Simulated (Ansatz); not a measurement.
# Two structures, one formula

The two ends of one reaction step of CH$_{7}$GaO, singlet (PBE0-D4/def2-TZVP).

A:

```xyz
10
angstrom
Ga 0.2904 -0.8809 0.3406
C 1.1637 0.7737 -0.3172
H 0.3875 -2.2069 -0.5033
H -0.0544 -0.9954 1.8852
H -1.7563 0.6790 -0.3975
O -1.7635 -0.2663 -0.2149
H 1.0028 0.9173 -1.3891
H 0.8221 1.6665 0.2138
H 2.2449 0.7077 -0.1647
H -2.3374 -0.3947 0.5471
```

B:

Ga1  (-0.388, -1.479, 0.428)
C2  (0.891, 1.268, -0.504)
H3  (0.303, -2.113, -0.813)
H4  (0.152, -1.365, 1.893)
H5  (-0.188, 1.148, -0.621)
O6  (-2.050, -0.888, 0.114)
H7  (1.407, 0.779, -1.329)
H8  (1.129, 2.331, -0.503)
H9  (1.227, 0.843, 0.446)
H10  (-2.484, -0.523, 0.887)
(Å)

Program: Ansatz 0.2.0. Basis: def2-TZVPP. Cores are frozen in the correlated methods. Filled d shells of the heavier atoms are correlated. The def2 sets are not built for correlating such inner shells, so the correlated values are less sure here. B3LYP uses VWN-RPA correlation.

Question: Which structure is lower at CCSD(T), and by how much? (An estimate is asked for; the value comes from the calculation.)

Answer: Computed: B, by 0.380 eV (electronic energy, against the other). By their contacts, A is CH₇GaO ([CH3][GaH2][OH2]) and B is a complex of GaH₃O ([OH][GaH2]) + CH₄.

All methods give the same order:

```json
{"method": "SPW92", "E(B) − E(A) (eV)": "-0.233"}
{"method": "PBE-D4", "E(B) − E(A) (eV)": "-0.412"}
{"method": "BLYP-D4", "E(B) − E(A) (eV)": "-0.540"}
{"method": "r2SCAN-D4", "E(B) − E(A) (eV)": "-0.409"}
{"method": "B97M-V", "E(B) − E(A) (eV)": "-0.453"}
{"method": "PBE0-D4", "E(B) − E(A) (eV)": "-0.354"}
{"method": "B3LYP-D4", "E(B) − E(A) (eV)": "-0.479"}
{"method": "r2SCAN0-D4", "E(B) − E(A) (eV)": "-0.359"}
{"method": "BHLYP-D4", "E(B) − E(A) (eV)": "-0.437"}
{"method": "CAM-B3LYP-D4", "E(B) − E(A) (eV)": "-0.445"}
{"method": "wB97X-V", "E(B) − E(A) (eV)": "-0.412"}
{"method": "wB97M-V", "E(B) − E(A) (eV)": "-0.374"}
{"method": "B2PLYP", "E(B) − E(A) (eV)": "-0.473"}
{"method": "PBE-QIDH", "E(B) − E(A) (eV)": "-0.346"}
{"method": "RPA on PBE", "E(B) − E(A) (eV)": "-0.408"}
{"method": "HF", "E(B) − E(A) (eV)": "-0.527"}
{"method": "MP2", "E(B) − E(A) (eV)": "-0.389"}
{"method": "CCSD", "E(B) − E(A) (eV)": "-0.388"}
{"method": "CCSD(T)", "E(B) − E(A) (eV)": "-0.380"}
```

T1 diagnostic: at most 0.014.

Labels in which every atom is bracketed show which atoms are joined, not bond orders.

For scale, one of the runs: CCSD(T)/def2-TZVPP, 208 basis functions (an equivalent command: `ansatz run in.yaml --threads 4`). Time: 69 s of wall clock on 4 CPU threads; the host was shared. Peak host memory: 2.8 GiB.
